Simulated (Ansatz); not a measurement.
Stepwise reaction of `O[SiH2]S[SiH](F)F` with hydrogen, as a gas-phase model of exchange steps in deposition or etching. ΔE in kJ/mol.

Isolated molecules relaxed with PBE0-D4/def2-TZVP in Ansatz; ΔE leaves out vibrations. CCSD(T)/CBS is the MP2 limit (def2-TZVPP, def2-QZVPP) plus CCSD(T) − MP2 in def2-TZVPP, frozen cores. This one scheme is used for every species. DFT in def2-TZVPP. B3LYP here is the variant with VWN-RPA as its local correlation; programs differ in this. Each species was taken in one conformer, which may not be the lowest.

```json
{"step": "1", "reaction": "`O[SiH2]S[SiH](F)F` + H₂ → `O[SiH2]S[SiH2]F` + H–F", "PBE-D4": "120.5", "B3LYP-D4": "128.4", "ωB97M-V": "128.4", "CCSD(T)/CBS": "125.6"}
```

(1) Give the row of step 2, `O[SiH2]S[SiH2]F` + H₂ → `O[SiH2]S[SiH3]` + H–F. (Estimate.)

(2) By hand: ΔE of the 2 steps together at CCSD(T)/CBS.

## Answers

(1) Ansatz gave: 
| step | reaction | PBE-D4 | B3LYP-D4 | ωB97M-V | CCSD(T)/CBS |
| --- | --- | --- | --- | --- | --- |
| 2 | `O[SiH2]S[SiH2]F` + H₂ → `O[SiH2]S[SiH3]` + H–F | 115.1 | 123.0 | 123.8 | 118.9 |

(2) (125.6) + (118.9) = 244.5 kJ/mol, or 122.2 kJ/mol a step.

In ΔE each step is lower than the one before. All are uphill at CCSD(T)/CBS. PBE-D4 differs from CCSD(T)/CBS by -5.1 to -3.8 kJ/mol a step. Only this route is followed, and other bonds may react first. Isolated molecules leave out the surface, adducts and barriers. Largest T1 diagnostic: 0.012.
